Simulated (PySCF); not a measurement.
Numbering as in the mapped SMILES `[CH2:1]=[C:2]([Cl:3])/[CH:4]=[C:5](/[CH3:6])[F:7]` (H(Xn): hydrogen on atom n). Ha(C1) is cis to Cl3; Hb(C1) is trans to Cl3.

GIAO PBE0/pcSseg-1 shifts (PySCF 2.14.0 with density-fitted response routines, gas phase, non-relativistic, equivalent atoms averaged), each against references optimised in the same way as the molecule (TMS, HCl, CFCl3).

On the GFN2-xTB geometry: C5 169.6, C2 148.2, C1 119.5, C4 111.3, C6 23.0, Cl3 239, F7 -90.4, H(C4) 5.37, Hb(C1) 5.31, Ha(C1) 5.24, H(C6) 2.04 ppm.

**Question.** What changes on the PBE0-D3(BJ)/def2-SVP geometry?

**Answer.** 
```tsv
atoms	δ (ppm)	change
C5	166.1	-3.5
C2	147.4	-0.8
C1	120.3	+0.8
C4	109.7	-1.6
C6	22.1	-0.9
Cl3	235	-4
F7	-84.7	+5.7
H(C4)	5.08	-0.29
Hb(C1)	5.24	-0.07
Ha(C1)	5.22	-0.02
H(C6)	1.93	-0.11
```

Unscaled 19F shifts against computed CFCl3 carry errors that often reach 10 to 50 ppm.

Bonds between heavy atoms that differ most (equivalent bonds averaged): C5–F7 1.346 → 1.330 Å, C1–C2 1.332 → 1.342 Å, C4–C5 1.334 → 1.343 Å, C2–C4 1.449 → 1.455 Å, C2–Cl3 1.734 → 1.739 Å. Mean change of bonds to hydrogen: C–H +0.014 Å.
